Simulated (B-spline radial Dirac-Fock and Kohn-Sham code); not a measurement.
# Electron momentum distribution of Pb⁷³⁺: Compton profiles

System: the Pb⁷³⁺ ion in the configuration [He] 2s2 2p5.

Input of the calculation (task.json; shells as n, l, electrons):

```json
{"items": [{
  "Z": 82,
  "q": 73,
  "cfg": [[1, 0, 2], [2, 0, 2], [2, 1, 5]],
  "A": 208,
  "rrms": 5.5012,
  "do": ["scatter"],
  "s": [0.0, 0.05, 0.1, 0.15, 0.2, 0.25, 0.3, 0.35, 0.4, 0.45, 0.5, 0.6, 0.7, 0.8, 0.9, 1.0, 1.1, 1.2, 1.4, 1.6, 1.8, 2.0, 2.5, 3.0, 3.5, 4.0, 5.0, 6.0],
  "pz": [0, 0.1, 0.14, 0.21, 0.3, 0.42, 0.61, 0.87, 1.3, 1.8, 2.6, 3.7, 5.3, 7.6, 11.0, 16.0, 22.0, 32.0, 46.0, 66.0, 95.0],
  "hv_scatter": [1000, 2000, 8047.8, 10000, 20000, 30000, 200000, 1000000]
}]}
```

Run with: `python xray_run.py task.json out`

Level of theory: the impulse approximation on configuration-average Dirac-Fock orbitals; a B-spline atomic structure program. pz is in atomic units of momentum; subshell profiles are per electron, for a selection of subshells; open shells are spread over both j values by their weights.

| pz | J total | J 1s1/2 | J 2s1/2 | J 2p1/2 | J 2p3/2 |
| --- | --- | --- | --- | --- | --- |
| 0 | 0.1597 | 0.00880 | 0.0305 | 0.0149 | 0.0168 |
| 1.3 | 0.1592 | 0.00880 | 0.0303 | 0.0149 | 0.0168 |
| 1.8 | 0.1589 | 0.00879 | 0.0302 | 0.0149 | 0.0168 |
| 2.6 | 0.1580 | 0.00878 | 0.0298 | 0.0149 | 0.0168 |
| 3.7 | 0.1564 | 0.00876 | 0.0290 | 0.0149 | 0.0168 |
| 5.3 | 0.1530 | 0.00871 | 0.0274 | 0.0149 | 0.0168 |
| 7.6 | 0.1463 | 0.00862 | 0.0245 | 0.0148 | 0.0166 |
| 11 | 0.1332 | 0.00842 | 0.0193 | 0.0144 | 0.0161 |
| 16 | 0.1098 | 0.00803 | 0.0118 | 0.0133 | 0.0144 |
| 22 | 0.08158 | 0.00742 | 0.00549 | 0.0110 | 0.0112 |
| 32 | 0.04634 | 0.00622 | 0.00137 | 0.00669 | 0.00600 |
| 46 | 0.02188 | 0.00452 | 0.000786 | 0.00274 | 0.00201 |
| 66 | 0.009178 | 0.00264 | 0.000648 | 0.000736 | 0.000411 |
| 95 | 0.003351 | 0.00117 | 0.000296 | 0.000143 | 5.61e-05 |

J(0) = 0.1597. The 2s1/2 subshell gives the largest part, 38 %.

Mean momentum ⟨p⟩ by subshell (a.u.): 1s1/2 90.7, 2s1/2 33.2, 2p1/2 43.2, 2p3/2 37.0.
